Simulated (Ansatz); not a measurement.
Cost and result for the atomization energy of C$_{2}$H$_{7}$NSSi, SMILES `[SiH3]N1CSC1` (12 atoms, 12 bonds).

```tsv
atom	x (Å)	y (Å)	z (Å)
Si1	0.0648	-1.2470	1.0793
N2	-0.0697	-0.0643	-0.1604
C3	-1.0783	0.9716	-0.3012
S4	-0.0811	1.8511	-1.5578
C5	0.9867	0.4746	-0.9994
H6	-1.2991	-1.7718	1.3485
H7	0.9682	-2.3170	0.5823
H8	0.6233	-0.7323	2.3661
H9	-1.2461	1.5815	0.5943
H10	-2.0393	0.6131	-0.6816
H11	1.8722	0.8309	-0.4600
H12	1.2986	-0.1904	-1.8101
```

Total charge 0; spin multiplicity 1. The geometry is a stationary point of PBE0-D4/def2-TZVP. Program: Ansatz. All runs use 4 threads of an Arm Neoverse V2 on a shared host. Times are those of one run each, without the atoms' runs, and a repeat can differ threefold. Electronic energies, without spin–orbit coupling; frozen cores. CCSD(T)/CBS adds CCSD(T) − MP2 in def2-TZVPP to the MP2 limit, and its time is that of the two runs behind it. T1 = 0.011. B3LYP takes the VWN-RPA correlation (the form of Gaussian; ORCA's B3LYP/G).

CCSD(T)/CBS is a level of theory with its own doubt, some kJ/mol a heavy atom from the limit and from the frozen cores, so smaller differences don't rank the functionals.

```csv
level,functions,wall time,atomization (kcal/mol),difference from CCSD(T)/CBS,per bond
PBE-D4/def2-TZVPP (with forces),275,2.6 s,1024.1,21.1,1.8
PBE0-D4/def2-TZVPP,275,3.2 s,1007.9,4.9,0.4
r2SCAN-D4/def2-TZVPP (with forces),275,5.5 s,1002.6,-0.4,0.0
B3LYP-D4/def2-TZVPP (with forces),275,5.5 s,1004.5,1.5,0.1
B2PLYP/def2-TZVPP,275,6 s,990.4,-12.6,-1.1
ωB97X-V/def2-TZVPP,275,8.5 s,1012.2,9.2,0.8
ωB97M-V/def2-TZVPP (with forces),275,12 s,1009.7,6.7,0.6
MP2/def2-QZVPP,521,24 s,1003.2,0.2,0.0
CCSD(T)/def2-TZVPP,275,2.8 min,973.7,-29.3,-2.4
CCSD(T)/CBS(def2),–,3.2 min,1003.0,0.0,0.0
```

In def2-TZVPP, CCSD(T) changes the Hartree–Fock value by +264.5 kcal/mol (the triples alone add +16.1 kcal/mol) and MP2 by +276.6 kcal/mol; breaking electron pairs costs correlation energy, which Hartree–Fock lacks. The D4 term adds +11.5 kcal/mol with B3LYP and +6.0 kcal/mol with PBE0; it sums over pairs of atoms, weighted by their polarisabilities, and B3LYP, whose exchange is more repulsive, gets the larger term. From PBE to PBE0 (25 % exact exchange), in def2-TZVPP and without D4, the atomization energy moves by −15.1 kcal/mol: exact exchange takes away binding that semilocal exchange gives to molecules.
